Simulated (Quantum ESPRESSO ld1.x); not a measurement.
Results of a calculation; reference values are marked as such.
These are the eigenvalues of the occupied orbitals of an atom or ion with whole-number occupations (hartree). Level of theory: Dirac Kohn-Sham, PW91, spin-unpolarised, spherical densities, point nucleus (ld1.x of Quantum ESPRESSO 7.5).

| orbital | eigenvalue |
|---|---|
| 1s1/2 | -381.573 |
| 2s1/2 | -52.1381 |
| 2p1/2 | -46.8178 |
| 2p3/2 | -45.8013 |
| 3s1/2 | -10.7200 |
| 3p1/2 | -8.97291 |
| 3p3/2 | -8.82309 |
| 3d3/2 | -5.86838 |
| 3d5/2 | -5.84507 |

Which element is it, and in what charge state? The configuration may be excited. Open shells, if any, fill j = l - 1/2 first.

Answer. Z = 31, gallium, charge +7: Ga7+ in [Ar] 3d6. The list shows which subshells hold electrons but not how many an open one holds; the 1s level, -381.57 hartree, gives Z - s = 27.6 by -(Z - s)^2/2, which with screening and relativity narrows Z to a few neighbours, and the depths of the outer levels then fix element, charge and occupations together.
